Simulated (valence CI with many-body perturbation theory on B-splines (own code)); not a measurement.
## Hyperfine factors and g values of Au³⁸⁺

Calculated by configuration interaction combined with many-body perturbation theory (CI+MBPT): five valence electrons over a frozen Dirac-Fock core [Kr], radial functions for each j: 7 s, 7 p, 8 d, 6 f, 4 g, 1 h, with the one-electron correlation potential Σ1, the two-electron term Σ2, the three-electron term Σ3, Breit, model QED; selected CI, second order for the rest (own B-spline code, finite nucleus).

No measured spectrum was set against this ion. As an estimate, large intervals hold to a few tenths of a per cent, small ones and those within an open d or f shell to about a per cent. Only levels of the ground parity were solved; by the run's estimate the other parity begins above the list, which can be wrong where configurations are misplaced.

A/g_I is the dipole constant over the nuclear g factor μ/I (μ in nuclear magnetons, uniformly magnetised nucleus), B/Q the quadrupole constant per barn. Both hold the static response of the core; the bare values leave it out. Large factors of s and p1/2 electrons are usually good to 5 to 10 %; those of open d and f shells near neutrality can be off by tens of per cent, and small factors of p3/2, d and f electrons come from cancelling terms and can be off by a factor of two or in sign, in half-filled shells by more. B is blank for J = 1/2, where it vanishes, and for nearly pure S terms. Energies count from the lowest level.

Levels are named by their leading jj configuration (3d3/2^4 stands for four electrons in 3d with j = 3/2), which in mixed levels can hold well under half, so a name can repeat and another be missing. Letters in brackets count levels of one name in rising energy.

| Level | E (cm⁻¹) | g | A/g_I (MHz) | A/g_I bare | B/Q (MHz/b) | B/Q bare |
| --- | --- | --- | --- | --- | --- | --- |
| (4d3/2^4 4d5/2) J=5/2 | 0 | 1.311 | 10800 | 11500 | 22400 | 21500 |
| (4d3/2^3 4d5/2^2) J=5/2 [a] | 158870 | 1.342 | 6320 | 7120 | 8930 | 8550 |
| (4d3/2^3 4d5/2^2) J=7/2 [a] | 199610 | 1.166 | 13700 | 13900 | 27300 | 26400 |
| (4d3/2^3 4d5/2^2) J=3/2 [a] | 204430 | 1.169 | 17500 | 17700 | 21200 | 20500 |
| (4d3/2^3 4d5/2^2) J=11/2 | 208210 | 1.109 | 18000 | 18100 | -1420 | -1510 |
| (4d3/2^3 4d5/2^2) J=9/2 | 222780 | 1.139 | 16000 | 16100 | 25900 | 25000 |
| (4d3/2^3 4d5/2^2) J=5/2 [b] | 233210 | 1.134 | 16700 | 16800 | -929 | -863 |
| (4d3/2^3 4d5/2^2) J=1/2 | 242760 | 1.791 | -10600 | -8420 |  |  |
| (4d3/2^3 4d5/2^2) J=7/2 [b] | 248700 | 1.076 | 19900 | 19800 | -29300 | -28300 |
| (4d3/2^3 4d5/2^2) J=3/2 [b] | 302190 | 0.793 | 32100 | 31100 | -26900 | -25900 |
| (4d3/2^2 4d5/2^3) J=5/2 [a] | 356250 | 1.302 | 5160 | 5840 | 1570 | 1520 |
| (4d3/2^2 4d5/2^3) J=7/2 [a] | 384500 | 1.215 | 11700 | 12100 | -1480 | -1430 |
| (4d3/2^2 4d5/2^3) J=11/2 | 390080 | 1.091 | 17700 | 17700 | 524 | 522 |
| (4d3/2^2 4d5/2^3) J=9/2 [a] | 395200 | 1.146 | 15100 | 15300 | -2970 | -2880 |
| (4d3/2^2 4d5/2^3) J=1/2 [a] | 405900 | 0.483 | 50600 | 48600 |  |  |
| (4d3/2^2 4d5/2^3) J=13/2 | 410390 | 1.072 | 19000 | 19000 | -10.0 | 4.78 |
| (4d3/2^2 4d5/2^3) J=3/2 [a] | 413560 | 1.176 | 14700 | 14900 | 655 | 612 |
| (4d3/2^2 4d5/2^3) J=5/2 [b] | 416930 | 1.020 | 21400 | 21100 | -3200 | -3070 |
| (4d3/2^2 4d5/2^3) J=9/2 [b] | 437970 | 1.107 | 17200 | 17200 | 852 | 824 |
| (4d3/2^2 4d5/2^3) J=7/2 [b] | 444310 | 0.987 | 23500 | 23200 | -1260 | -1210 |
| (4d3/2^2 4d5/2^3) J=5/2 [c] | 448850 | 1.051 | 19800 | 19700 | 3020 | 2880 |
| (4d3/2^2 4d5/2^3) J=3/2 [b] | 451730 | 0.856 | 29400 | 28600 | 2160 | 2120 |
| (4d3/2^2 4d5/2^3) J=1/2 [b] | 470270 | 1.774 | -13400 | -11200 |  |  |
| (4d3/2^2 4d5/2^3) J=7/2 [c] | 473080 | 1.038 | 21100 | 21000 | 1370 | 1320 |
| (4d3/2^2 4d5/2^3) J=9/2 [c] | 500720 | 1.105 | 17300 | 17400 | 9440 | 9150 |
| (4d3/2^2 4d5/2^3) J=3/2 [c] | 547370 | 1.187 | 13700 | 14000 | -7540 | -7310 |
| (4d3/2^2 4d5/2^3) J=5/2 [d] | 558660 | 1.206 | 13400 | 13700 | 5710 | 5530 |
| (4d3/2 4d5/2^4) J=5/2 [a] | 587070 | 1.211 | 8160 | 8550 | -9520 | -9120 |
| (4d3/2 4d5/2^4) J=7/2 [a] | 616250 | 1.189 | 13100 | 13400 | -31200 | -30100 |
| (4d3/2 4d5/2^4) J=3/2 [a] | 625680 | 0.985 | 20000 | 19600 | -22400 | -21600 |
| (4d3/2 4d5/2^4) J=11/2 | 625690 | 1.073 | 18500 | 18400 | 1010 | 1140 |
| (4d3/2 4d5/2^4) J=9/2 | 646610 | 1.116 | 16300 | 16400 | -33200 | -32000 |
| (4d3/2 4d5/2^4) J=5/2 [b] | 660960 | 1.111 | 16600 | 16700 | 4960 | 4780 |
| (4d3/2 4d5/2^4) J=7/2 [b] | 671450 | 1.011 | 21100 | 20800 | 34600 | 33500 |
| (4d3/2 4d5/2^4) J=1/2 | 695140 | 1.270 | -4690 | -4100 |  |  |
| (4d3/2 4d5/2^4) J=3/2 [b] | 748980 | 0.866 | 31200 | 30500 | 32800 | 31700 |
| (4d5/2^5) J=5/2 | 845310 | 1.154 | 13000 | 13200 | -32900 | -31600 |

(1) Take the isotope of mass number 197, with I = 3/2, μ = 0.1452 μN and Q = 0.547 b. What is the hyperfine structure of (4d3/2^3 4d5/2^2) J=3/2 [a]?

Results:

(1) From the table A = 1690 MHz, B = 11600 MHz. Shifts from the centre of gravity in MHz: F = 0: 8160, F = 1: -1750, F = 2: -9970, F = 3: 6700.
